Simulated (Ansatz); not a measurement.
`BC(C)F`. Charge 0, multiplicity 1.

```xyz
10

B    -1.3371    0.3234    0.4669
C     0.1164    0.5637   -0.0296
C     0.8935   -0.7168   -0.2968
F     0.1821    1.3683   -1.1706
H    -2.2800    0.7722   -0.1105
H    -1.4870   -0.3218    1.4633
H     0.6373    1.1193    0.7702
H     1.9047   -0.4754   -0.6292
H     0.4123   -1.3134   -1.0746
H     0.9577   -1.3196    0.6110
```

Task: What are the harmonic wavenumbers in cm⁻¹ at PBE0-D4/def2-TZVP (Ansatz, finite differences of forces, unscaled)? (Estimate.)

Result: Ansatz gave: 125, 230, 327, 386, 419, 776, 840, 899, 947, 1059, 1101, 1152, 1216, 1297, 1337, 1392, 1475, 1498, 2595, 2687, 2969, 3057, 3135, 3144.

Task: Is this a minimum?

Result: Yes, all 24 modes are real.

Task: Give the ideal-gas thermochemistry at 298.15 K and 1 bar (rigid rotor, harmonic oscillator; point group C1, symmetry number 1).

Result: Zero-point energy 203.7 kJ/mol; H(298) − E = 220.5 kJ/mol; entropy 299.5 J/(mol·K), of which translation 159.9, rotation 101.7, vibration 37.9; G(298) − E = 131.2 kJ/mol.

Task: And at 400, 500, 600, 800 and 1000 K?

Result: 
```json
{"T (K)": "400", "H − E (kJ/mol)": "230.0", "S (J/mol/K)": "326.9", "G − E (kJ/mol)": "99.2"}
{"T (K)": "500", "H − E (kJ/mol)": "241.2", "S (J/mol/K)": "351.9", "G − E (kJ/mol)": "65.3"}
{"T (K)": "600", "H − E (kJ/mol)": "254.0", "S (J/mol/K)": "375.2", "G − E (kJ/mol)": "28.9"}
{"T (K)": "800", "H − E (kJ/mol)": "283.4", "S (J/mol/K)": "417.2", "G − E (kJ/mol)": "-50.4"}
{"T (K)": "1000", "H − E (kJ/mol)": "316.5", "S (J/mol/K)": "454.2", "G − E (kJ/mol)": "-137.6"}
```

Task: Rotational constants (cm⁻¹)?

Result: 0.2901, 0.2871, 0.1611.
